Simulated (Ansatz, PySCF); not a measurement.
Species: SbH5 (charge 0, singlet). 
Structure (B3LYP-D3(BJ)/def2-TZVP (Ansatz, an electronic-structure program) minimum search):
```
Sb
H 1 1.7152
H 1 1.7152 2 120.00
H 1 1.7152 2 120.00 3 180.00
H 1 1.7744 2 90.00 3 90.00
H 1 1.7744 2 90.00 5 -180.00
```

Property: atomisation energy (electronic, to ground-state atoms), in kJ/mol. Correlated levels leave the core frozen unless marked. UHF or UKS for open shells. Spin-orbit coupling is left out. The frozen core is the preceding noble-gas configuration, with the filled d and f shells of earlier blocks. Past Kr the def2 sets carry scalar-relativistic core potentials. The coupled-cluster limit lacks core correlation, which all-electron functionals hold. Basis-set limits of correlation are two-point, X^-3; Hartree-Fock from the larger set.

```json
[
 {"level": "PBE-D3(BJ)/def2-TZVPD", "program": "Ansatz + dftd3", "atomisation energy (kJ/mol)": "1048.4"},
 {"level": "BP86-D3(BJ)/def2-TZVPD", "program": "PySCF + dftd3", "atomisation energy (kJ/mol)": "?"},
 {"level": "TPSSh/def2-TZVPD", "program": "PySCF", "atomisation energy (kJ/mol)": "?"},
 {"level": "CAM-B3LYP-D4/def2-TZVPD", "program": "Ansatz + dftd4", "atomisation energy (kJ/mol)": "1076.7"},
 {"level": "CAM-B3LYP/def2-TZVPD", "program": "Ansatz", "atomisation energy (kJ/mol)": "1070.5"},
 {"level": "wB97X-V/def2-TZVPD", "program": "Ansatz", "atomisation energy (kJ/mol)": "1084.0"},
 {"level": "CCSD(T)/CBS(def2-TZVPPD,def2-QZVPPD)", "program": "Ansatz", "atomisation energy (kJ/mol)": "1067.6"}
]
```

Question: Complete the blanks.

Answer: 
- BP86-D3(BJ)/def2-TZVPD, atomisation energy (kJ/mol): 1117.5
- TPSSh/def2-TZVPD, atomisation energy (kJ/mol): 1112.5
